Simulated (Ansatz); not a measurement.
`C[NH][GeH]([F])[Cl]` and `[F][GeH2][Cl]` differ in one atom or group.

Ansatz, PBE0-D4/def2-TZVP geometries, multiplicity 1. Each molecule was computed in one conformer, which needn't be the lowest.

Scalar relativity is left out up to krypton.

| property | `C[NH][GeH]([F])[Cl]` |
| --- | --- |
| HOMO energy (PBE/def2-TZVPP) / eV | -6.12 |
| HOMO–LUMO gap (PBE0/def2-TZVPP) / eV | 7.56 |
| size of the dipole moment (ωB97M-V/def2-TZVPP) / D | 2.73 |
| ideal-gas entropy at 298 K and 1 bar (rigid rotor, harmonic PBE0-D4/def2-TZVP) / J/(mol·K) | 368 |
| size of the dipole moment (B3LYP/def2-TZVPP) / D | 2.78 |
| HOMO–LUMO gap (PBE/def2-TZVPP) / eV | 5.12 |

Q: Give the same properties after the change, and the shifts. (An estimate is asked.)

A: Ansatz gave: 
```tsv
property	`[F][GeH2][Cl]`	shift
HOMO energy (PBE/def2-TZVPP) / eV	-7.80	-1.68
HOMO–LUMO gap (PBE0/def2-TZVPP) / eV	8.95	1.39
size of the dipole moment (ωB97M-V/def2-TZVPP) / D	2.27	-0.46
ideal-gas entropy at 298 K and 1 bar (rigid rotor, harmonic PBE0-D4/def2-TZVP) / J/(mol·K)	295	-73
size of the dipole moment (B3LYP/def2-TZVPP) / D	2.25	-0.53
HOMO–LUMO gap (PBE/def2-TZVPP) / eV	6.55	1.43
```

With PBE0 the HOMO falls by 1.69 eV and the LUMO falls by 0.30 eV, so the gap widens by about 1.39 eV. PBE moves the HOMO by -1.68 eV and ωB97M-V by -1.61 eV. The zero-point energy changes by -122.7 kJ/mol with -15 modes. Dipoles are sizes alone; their direction can turn. Modes under 60 cm⁻¹, often nearly free rotors, make the harmonic entropy too high.

B3LYP here is the variant with VWN-RPA as its local correlation; programs differ in this.
